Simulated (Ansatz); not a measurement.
Born–Oppenheimer molecular dynamics of F₂H₈N₃OTa (15 atoms, charge 0, multiplicity 1). It starts at the highest image of a converged band. Of that band: The profile has 2 maxima (images 3, 5) with wells between them (image 4): this band takes more than one step, which may be the mechanism or a detour left from its start path. A vibrational analysis at the climbing image gives one clearly imaginary mode, 66i cm⁻¹: a first-order saddle point.

Method: RKS PBE/def2-SVP (Ansatz).

| Property | Result |
| --- | --- |
| ensemble | NVE (velocity Verlet) |
| time step | 0.5 fs |
| steps asked | 200 |
| starting velocities drawn for | 300 K |
| seed | 2189 |

Frames 0.5 fs apart, positions in Å.

Velocities at 0 fs (Å/ps):

```
Ta 0.42 -0.56 1.47
F 2.38 -2.93 -5.68
N -8.02 3.56 0.71
H 3.33 11.15 -6.41
H 23.70 -18.68 9.78
N -1.14 0.24 0.80
H 7.06 -12.77 -14.43
H -10.28 20.51 -8.16
N 3.08 -3.01 -5.75
H -3.36 -14.66 -13.91
H -14.64 -7.03 7.60
F -1.17 2.40 -2.21
O 0.20 6.59 -0.64
H -42.35 10.23 -17.31
H 19.07 6.44 -3.30
```

```xyz
15
Properties=species:S:1:pos:R:3 time_fs=0 energy_less_start_eV=0.000 T=300
Ta -0.341 -0.157 0.219
F 2.262 -1.018 0.452
N 0.471 0.583 1.866
H 1.422 0.317 2.140
H 0.076 1.302 2.476
N 0.684 0.343 -1.415
H 0.327 0.660 -2.319
H 1.689 0.132 -1.460
N -1.619 1.337 -0.174
H -2.637 1.250 -0.098
H -1.353 2.256 -0.546
F -2.070 -0.993 0.504
O 0.210 -2.126 0.266
H -0.369 -2.878 0.472
H 1.603 -1.778 0.406
15
Properties=species:S:1:pos:R:3 time_fs=0.5 energy_less_start_eV=0.010 T=294
Ta -0.340 -0.157 0.220
F 2.263 -1.020 0.449
N 0.467 0.584 1.866
H 1.424 0.322 2.137
H 0.088 1.293 2.481
N 0.684 0.343 -1.414
H 0.330 0.654 -2.326
H 1.683 0.142 -1.464
N -1.617 1.336 -0.177
H -2.638 1.243 -0.105
H -1.360 2.253 -0.542
F -2.071 -0.992 0.503
O 0.210 -2.123 0.266
H -0.391 -2.873 0.464
H 1.612 -1.775 0.405
15
Properties=species:S:1:pos:R:3 time_fs=1 energy_less_start_eV=0.036 T=279
Ta -0.340 -0.157 0.221
F 2.264 -1.021 0.446
N 0.463 0.586 1.867
H 1.425 0.328 2.134
H 0.099 1.284 2.486
N 0.683 0.343 -1.414
H 0.334 0.647 -2.333
H 1.679 0.152 -1.468
N -1.615 1.334 -0.180
H -2.640 1.236 -0.112
H -1.367 2.250 -0.539
F -2.071 -0.991 0.502
O 0.210 -2.120 0.266
H -0.411 -2.867 0.455
H 1.621 -1.772 0.403
15
Properties=species:S:1:pos:R:3 time_fs=1.5 energy_less_start_eV=0.068 T=260
Ta -0.340 -0.158 0.221
F 2.266 -1.022 0.443
N 0.459 0.588 1.867
H 1.426 0.334 2.130
H 0.110 1.278 2.493
N 0.683 0.343 -1.414
H 0.337 0.641 -2.339
H 1.676 0.162 -1.472
N -1.614 1.333 -0.182
H -2.640 1.228 -0.119
H -1.374 2.248 -0.535
F -2.072 -0.989 0.501
O 0.210 -2.116 0.265
H -0.430 -2.860 0.446
H 1.630 -1.770 0.402
15
Properties=species:S:1:pos:R:3 time_fs=2 energy_less_start_eV=0.097 T=244
Ta -0.340 -0.158 0.222
F 2.267 -1.024 0.440
N 0.455 0.589 1.867
H 1.427 0.339 2.126
H 0.118 1.273 2.502
N 0.682 0.343 -1.413
H 0.341 0.634 -2.345
H 1.674 0.172 -1.476
N -1.613 1.331 -0.185
H -2.640 1.221 -0.126
H -1.380 2.247 -0.533
F -2.072 -0.988 0.500
O 0.209 -2.114 0.265
H -0.447 -2.850 0.436
H 1.638 -1.769 0.400
15
Properties=species:S:1:pos:R:3 time_fs=2.5 energy_less_start_eV=0.112 T=235
Ta -0.340 -0.158 0.223
F 2.268 -1.025 0.437
N 0.452 0.591 1.867
H 1.426 0.344 2.121
H 0.125 1.271 2.512
N 0.681 0.344 -1.413
H 0.344 0.627 -2.349
H 1.675 0.180 -1.480
N -1.612 1.329 -0.188
H -2.639 1.214 -0.133
H -1.385 2.249 -0.531
F -2.073 -0.987 0.499
O 0.209 -2.111 0.265
H -0.462 -2.839 0.426
H 1.645 -1.769 0.398
15
Properties=species:S:1:pos:R:3 time_fs=3 energy_less_start_eV=0.114 T=233
Ta -0.339 -0.158 0.223
F 2.270 -1.026 0.435
N 0.449 0.592 1.867
H 1.425 0.349 2.116
H 0.130 1.271 2.525
N 0.680 0.344 -1.413
H 0.347 0.620 -2.352
H 1.677 0.189 -1.483
N -1.611 1.327 -0.191
H -2.637 1.207 -0.140
H -1.390 2.252 -0.531
F -2.073 -0.986 0.497
O 0.209 -2.108 0.265
H -0.475 -2.825 0.415
H 1.650 -1.771 0.396
15
Properties=species:S:1:pos:R:3 time_fs=3.5 energy_less_start_eV=0.106 T=237
Ta -0.339 -0.159 0.224
F 2.271 -1.027 0.432
N 0.446 0.593 1.867
H 1.422 0.354 2.111
H 0.134 1.274 2.538
N 0.679 0.344 -1.413
H 0.350 0.613 -2.354
H 1.681 0.196 -1.485
N -1.610 1.325 -0.193
H -2.634 1.200 -0.146
H -1.394 2.256 -0.530
F -2.074 -0.985 0.496
O 0.208 -2.106 0.264
H -0.485 -2.808 0.404
H 1.654 -1.775 0.394
15
Properties=species:S:1:pos:R:3 time_fs=4 energy_less_start_eV=0.100 T=241
Ta -0.339 -0.159 0.225
F 2.273 -1.028 0.429
N 0.443 0.594 1.867
H 1.420 0.358 2.104
H 0.136 1.278 2.553
N 0.677 0.345 -1.413
H 0.353 0.605 -2.355
H 1.687 0.204 -1.488
N -1.609 1.323 -0.196
H -2.630 1.193 -0.153
H -1.398 2.262 -0.531
F -2.075 -0.983 0.495
O 0.207 -2.103 0.264
H -0.493 -2.791 0.393
H 1.657 -1.780 0.393
15
Properties=species:S:1:pos:R:3 time_fs=4.5 energy_less_start_eV=0.103 T=239
Ta -0.339 -0.159 0.226
F 2.275 -1.029 0.426
N 0.440 0.594 1.867
H 1.417 0.362 2.098
H 0.137 1.282 2.567
N 0.676 0.345 -1.414
H 0.355 0.598 -2.356
H 1.693 0.210 -1.489
N -1.609 1.321 -0.199
H -2.626 1.186 -0.160
H -1.401 2.268 -0.531
F -2.075 -0.982 0.494
O 0.206 -2.101 0.264
H -0.499 -2.772 0.381
H 1.659 -1.787 0.390
15
Properties=species:S:1:pos:R:3 time_fs=5 energy_less_start_eV=0.119 T=229
Ta -0.339 -0.160 0.226
F 2.276 -1.030 0.423
N 0.437 0.595 1.867
H 1.413 0.366 2.091
H 0.138 1.287 2.581
N 0.675 0.346 -1.414
H 0.356 0.591 -2.355
H 1.699 0.217 -1.490
N -1.608 1.319 -0.201
H -2.622 1.179 -0.166
H -1.403 2.274 -0.532
F -2.076 -0.981 0.493
O 0.205 -2.099 0.264
H -0.505 -2.753 0.370
H 1.660 -1.794 0.388
15
Properties=species:S:1:pos:R:3 time_fs=5.5 energy_less_start_eV=0.148 T=213
Ta -0.338 -0.160 0.227
F 2.278 -1.031 0.421
N 0.435 0.596 1.867
H 1.410 0.369 2.083
H 0.138 1.290 2.594
N 0.674 0.346 -1.414
H 0.356 0.584 -2.355
H 1.704 0.223 -1.490
N -1.608 1.317 -0.204
H -2.618 1.172 -0.172
H -1.405 2.280 -0.533
F -2.076 -0.980 0.492
O 0.204 -2.097 0.264
H -0.510 -2.735 0.358
H 1.661 -1.802 0.386
```

Of the whole run (100 fs, mean temperature of the second half 157 K): The conserved energy stayed within 0.15 meV per atom of its start (net change 0.13 meV per atom), so the integration is sound. A run of 0.1 ps of so small a system gives no equilibrium averages. The orbitals stay closed-shell, which can raise the energy where a bond breaks towards radicals; this wasn't checked here.

The run took 9.1 min on 4 threads of Arm Neoverse V2 (shared host), peak memory 0.24 GiB.
